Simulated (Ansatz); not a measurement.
# Nudged elastic band run: C2H9AsSi

Input file:

```yaml
crystal:
  periodic: [false, false, false]
  atoms:
    - { symbol: C, position_ang: [-1.345584, 0.416554, 1.381262] }
    - { symbol: Si, position_ang: [-0.524968, -0.927714, 0.323732] }
    - { symbol: C, position_ang: [1.158527, -0.343193, -0.337896] }
    - { symbol: As, position_ang: [1.065124, 1.418755, -1.3364] }
    - { symbol: H, position_ang: [-0.702842, 0.688615, 2.243803] }
    - { symbol: H, position_ang: [-1.525231, 1.337159, 0.789093] }
    - { symbol: H, position_ang: [-2.321715, 0.071118, 1.778539] }
    - { symbol: H, position_ang: [-1.411695, -1.274003, -0.84014] }
    - { symbol: H, position_ang: [-0.327872, -2.173471, 1.145031] }
    - { symbol: H, position_ang: [1.852992, -0.179566, 0.512704] }
    - { symbol: H, position_ang: [1.603221, -1.122794, -0.9869] }
    - { symbol: H, position_ang: [2.337302, 1.174881, -2.184979] }
    - { symbol: H, position_ang: [0.163141, 0.878759, -2.473049] }
basis:
  gaussian: { orbitals: def2-SVP }
hamiltonian:
  xc: blyp
  dispersion: d4
neb:
  order_check: false
  images: 7
  f_tol: 0.05
  max_iterations: 60
  final_atoms:
    - { symbol: C, position_ang: [-1.16482488, 0.54954011, 1.191101] }
    - { symbol: Si, position_ang: [-0.46047967, -0.94181903, 0.25569957] }
    - { symbol: C, position_ang: [1.28027984, -0.59465083, -0.42044821] }
    - { symbol: As, position_ang: [1.47133242, 0.95656669, -1.70894808] }
    - { symbol: H, position_ang: [-0.49217677, 0.85005038, 2.02091071] }
    - { symbol: H, position_ang: [-1.29195955, 1.42172412, 0.51955041] }
    - { symbol: H, position_ang: [-2.15467947, 0.30525023, 1.62784219] }
    - { symbol: H, position_ang: [-1.35819722, -1.29720254, -0.89679354] }
    - { symbol: H, position_ang: [-0.40751961, -2.12799828, 1.18408279] }
    - { symbol: H, position_ang: [1.99262626, -0.39559812, 0.40760858] }
    - { symbol: H, position_ang: [1.66597764, -1.48563637, -0.95824968] }
    - { symbol: H, position_ang: [0.8184392, 2.00422801, -0.77589102] }
    - { symbol: H, position_ang: [0.12158182, 0.72064563, -2.43166472] }
  initial_path:
    images:
      - { positions_ang: [[-1.345584, 0.416554, 1.381262], [-0.524968, -0.927714, 0.323732], [1.158527, -0.343193, -0.337896], [1.065124, 1.418755, -1.3364], [-0.702842, 0.688615, 2.243803], [-1.525231, 1.337159, 0.789093], [-2.321715, 0.071118, 1.778539], [-1.411695, -1.274003, -0.84014], [-0.327872, -2.173471, 1.145031], [1.852992, -0.179566, 0.512704], [1.603221, -1.122794, -0.9869], [2.337302, 1.174881, -2.184979], [0.163141, 0.878759, -2.473049]] }
      - { positions_ang: [[-1.30620661, 0.4182619, 1.35394891], [-0.52272477, -0.92795567, 0.30392329], [1.15147406, -0.36510604, -0.36140577], [1.05918433, 1.33471561, -1.42147065], [-0.66311716, 0.69345117, 2.2006709], [-1.48780916, 1.34685067, 0.74405577], [-2.28853654, 0.09221638, 1.75203327], [-1.40192682, -1.26221409, -0.85071045], [-0.33523743, -2.15289223, 1.1439116], [1.84474221, -0.16593243, 0.49653689], [1.60434982, -1.16539045, -0.97109202], [2.36266851, 1.27670141, -1.99465111], [0.00353957, 0.84239377, -2.38095063]] }
      - { positions_ang: [[-1.26682921, 0.41996979, 1.32663582], [-0.52048154, -0.92819733, 0.28411458], [1.14442112, -0.38701908, -0.38491554], [1.05324466, 1.25067622, -1.50654129], [-0.62339232, 0.69828734, 2.1575388], [-1.45038733, 1.35654234, 0.69901853], [-2.25535808, 0.11331476, 1.72552755], [-1.39215864, -1.25042517, -0.86128091], [-0.34260287, -2.13231347, 1.1427922], [1.83649243, -0.15229887, 0.48036978], [1.60547864, -1.2079869, -0.95528403], [2.38803501, 1.37852183, -1.80432323], [-0.15606187, 0.80602854, -2.28885226]] }
      - { positions_ang: [[-1.22745182, 0.42167769, 1.29932273], [-0.51823831, -0.928439, 0.26430587], [1.13736818, -0.40893212, -0.40842531], [1.047305, 1.16663683, -1.59161194], [-0.58366748, 0.70312351, 2.1144067], [-1.41296549, 1.36623401, 0.6539813], [-2.22217962, 0.13441314, 1.69902182], [-1.38239046, -1.23863626, -0.87185136], [-0.3499683, -2.1117347, 1.1416728], [1.82824264, -0.1386653, 0.46420267], [1.60660746, -1.25058336, -0.93947605], [2.41340152, 1.48034224, -1.61399534], [-0.3156633, 0.76966332, -2.19675388]] }
      - { positions_ang: [[-1.18807443, 0.42338559, 1.27200964], [-0.51599508, -0.92868066, 0.24449715], [1.13031524, -0.43084516, -0.43193508], [1.04136533, 1.08259745, -1.67668258], [-0.54394264, 0.70795968, 2.0712746], [-1.37554366, 1.37592568, 0.60894406], [-2.18900116, 0.15551151, 1.67251609], [-1.37262229, -1.22684734, -0.88242181], [-0.35733374, -2.09115594, 1.1405534], [1.81999285, -0.12503173, 0.44803556], [1.60773628, -1.29317981, -0.92366806], [2.43876803, 1.58216265, -1.42366746], [-0.47526474, 0.73329809, -2.10465551]] }
      - { positions_ang: [[-1.18226204, 0.45492422, 1.25178248], [-0.50211623, -0.93196526, 0.24729776], [1.16780639, -0.47179658, -0.42906337], [1.1488571, 1.05108976, -1.68474896], [-0.53100118, 0.74348235, 2.05868363], [-1.35464763, 1.38737529, 0.58659565], [-2.18042074, 0.19294619, 1.66134762], [-1.36901602, -1.24443614, -0.88601474], [-0.36988021, -2.10036652, 1.15143575], [1.8631512, -0.19267333, 0.43792882], [1.62229662, -1.34129395, -0.93231347], [2.03368582, 1.68767899, -1.26172335], [-0.3260531, 0.73013497, -2.18640781]] }
      - { positions_ang: [[-1.17644965, 0.48646285, 1.23155532], [-0.48823738, -0.93524985, 0.25009836], [1.20529754, -0.51274799, -0.42619165], [1.25634887, 1.01958207, -1.69281533], [-0.51805971, 0.77900503, 2.04609265], [-1.3337516, 1.3988249, 0.56424723], [-2.17184032, 0.23038087, 1.65017914], [-1.36540975, -1.26202494, -0.88960768], [-0.38242668, -2.10957711, 1.1623181], [1.90630956, -0.26031492, 0.42782207], [1.63685696, -1.38940809, -0.94095887], [1.62860362, 1.79319533, -1.09977924], [-0.17684146, 0.72697186, -2.26816012]] }
      - { positions_ang: [[-1.17063726, 0.51800148, 1.21132816], [-0.47435853, -0.93853444, 0.25289897], [1.24278869, -0.55369941, -0.42331993], [1.36384064, 0.98807438, -1.70088171], [-0.50511824, 0.8145277, 2.03350168], [-1.31285558, 1.41027451, 0.54189882], [-2.1632599, 0.26781555, 1.63901067], [-1.36180348, -1.27961374, -0.89320061], [-0.39497314, -2.11878769, 1.17320045], [1.94946791, -0.32795652, 0.41771532], [1.6514173, -1.43752223, -0.94960427], [1.22352141, 1.89871167, -0.93783513], [-0.02762982, 0.72380874, -2.34991242]] }
      - { positions_ang: [[-1.16482488, 0.54954011, 1.191101], [-0.46047967, -0.94181903, 0.25569957], [1.28027984, -0.59465083, -0.42044821], [1.47133242, 0.95656669, -1.70894808], [-0.49217677, 0.85005038, 2.02091071], [-1.29195955, 1.42172412, 0.51955041], [-2.15467947, 0.30525023, 1.62784219], [-1.35819722, -1.29720254, -0.89679354], [-0.40751961, -2.12799828, 1.18408279], [1.99262626, -0.39559812, 0.40760858], [1.66597764, -1.48563637, -0.95824968], [0.8184392, 2.00422801, -0.77589102], [0.12158182, 0.72064563, -2.43166472]] }
```

Launched with:

```bash
$ ansatz run input.yaml --threads 2 --pin off --max-ram 3072MiB --backend cpu --events-out ev --progress --plain --runs-dir out
```

Output, in part (warnings, iteration lines, the closing report on the highest movable image, with atoms numbered from 0):

```
NEB end point (image 0): max|allowed force component| = 1.180e-2 eV/Å (the criterion of neb.relax_end_points is 1.000e-2)
NEB end point (image 8): max|allowed force component| = 6.056e-3 eV/Å (the criterion of neb.relax_end_points is 1.000e-2)
NEB iter   1: max|band force component| = 2.300e1 eV/Å  barrier→ = 5.8656 eV  barrier← = 5.9004 eV  Δτ_max = 0.2000 Å  (278 SCF iters)
NEB iter   2: max|band force component| = 7.417e0 eV/Å  barrier→ = 2.3930 eV  barrier← = 2.4279 eV  Δτ_max = 0.2000 Å  (222 SCF iters)
NEB iter   3: max|band force component| = 3.584e0 eV/Å  barrier→ = 1.8769 eV  barrier← = 1.9117 eV  Δτ_max = 0.2000 Å  (202 SCF iters)
NEB iter   4: max|band force component| = 1.850e0 eV/Å  barrier→ = 1.7110 eV  barrier← = 1.7459 eV  Δτ_max = 0.1987 Å  (208 SCF iters)
NEB iter   5: max|band force component| = 1.656e0 eV/Å  barrier→ = 2.0354 eV  barrier← = 2.0702 eV  Δτ_max = 0.1974 Å  (213 SCF iters)
NEB iter   6: max|band force component| = 8.365e-1 eV/Å  barrier→ = 1.8348 eV  barrier← = 1.8697 eV  Δτ_max = 0.1937 Å  (212 SCF iters)
NEB iter   7: max|band force component| = 9.018e-1 eV/Å  barrier→ = 1.5711 eV  barrier← = 1.6060 eV  Δτ_max = 0.1980 Å  (208 SCF iters)
NEB iter   8: max|band force component| = 5.729e-1 eV/Å  barrier→ = 1.4228 eV  barrier← = 1.4577 eV  Δτ_max = 0.1989 Å  (207 SCF iters)
NEB iter   9: max|band force component| = 1.747e0 eV/Å  barrier→ = 1.5326 eV  barrier← = 1.5675 eV  CI = image 3  Δτ_max = 0.2000 Å  (205 SCF iters)
NEB iter  10: max|band force component| = 1.354e0 eV/Å  barrier→ = 1.7410 eV  barrier← = 1.7758 eV  CI = image 3  Δτ_max = 0.1952 Å  (207 SCF iters)
NEB iter  11: max|band force component| = 1.134e0 eV/Å  barrier→ = 1.8392 eV  barrier← = 1.8741 eV  CI = image 3  Δτ_max = 0.2000 Å  (209 SCF iters)
NEB iter  12: max|band force component| = 2.335e-1 eV/Å  barrier→ = 1.8928 eV  barrier← = 1.9277 eV  CI = image 3  Δτ_max = 0.1195 Å  (204 SCF iters)
NEB iter  13: max|band force component| = 1.305e-1 eV/Å  barrier→ = 1.8899 eV  barrier← = 1.9248 eV  CI = image 3  Δτ_max = 0.0605 Å  (207 SCF iters)
NEB iter  14: max|band force component| = 3.125e-2 eV/Å  barrier→ = 1.8872 eV  barrier← = 1.9220 eV  CI = image 3  Δτ_max = 0.0000 Å  (416 SCF iters)
Total energy: -70926.25587642 eV, -2606.4918279155 hartree
Atom 0 at    -1.234732     0.441321     1.386367 Å, force     0.028087    -0.013848    -0.003156 eV/Å
Atom 1 at    -0.557890    -0.959966     0.310677 Å, force    -0.001484     0.026530    -0.023298 eV/Å
Atom 2 at     1.188430    -0.530396    -0.341318 Å, force    -0.021951    -0.006121     0.019753 eV/Å
Atom 3 at     1.085845     0.890924    -1.697908 Å, force    -0.010680     0.021839    -0.010765 eV/Å
Atom 4 at    -0.607167     0.578250     2.291073 Å, force    -0.006531     0.002323     0.001173 eV/Å
Atom 5 at    -1.228343     1.389543     0.813309 Å, force    -0.003397     0.002852    -0.000411 eV/Å
Atom 6 at    -2.272022     0.231041     1.716311 Å, force    -0.004805    -0.003533    -0.000648 eV/Å
Atom 7 at    -1.454807    -1.213094    -0.868168 Å, force    -0.003331    -0.002250     0.001862 eV/Å
Atom 8 at    -0.460677    -2.240267     1.096849 Å, force     0.007985     0.002997     0.000769 eV/Å
Atom 9 at     1.777033    -0.103526     0.495712 Å, force     0.013784    -0.004373     0.000345 eV/Å
Atom 10 at     1.727278    -1.415378    -0.731649 Å, force     0.004303     0.000390     0.002979 eV/Å
Atom 11 at     2.121517     1.961255    -1.810215 Å, force    -0.009674    -0.020666     0.008561 eV/Å
Atom 12 at    -0.064064     0.935393    -2.646241 Å, force     0.007692    -0.006140     0.002836 eV/Å
Dipole moment:     0.044651     0.032631     0.171905 e Å
```

It converged. Neighbouring images differ by up to 1.5 eV, so the band resolves the path poorly. A vibrational analysis at the climbing image gives one clearly imaginary mode, 988i cm⁻¹: a first-order saddle point.

Final band (atoms are numbered from 1 in the order of the input):

```tsv
image	path coordinate (Å)	energy (kJ/mol)	height of As4 over the plane of its neighbours (Å)
0	0.00	0.0	0.90
1	0.57	2.4	0.87
2	1.14	46.6	0.61
3	1.72	182.1	-0.01
4	2.30	36.5	-0.65
5	2.89	3.3	-0.88
6	3.47	0.7	-0.89
7	4.06	-2.1	-0.90
8	4.65	-3.4	-0.90
```

Run time: 4.7 min on 2 threads of Arm Neoverse V1, on a shared host, peak memory 0.17 GiB.
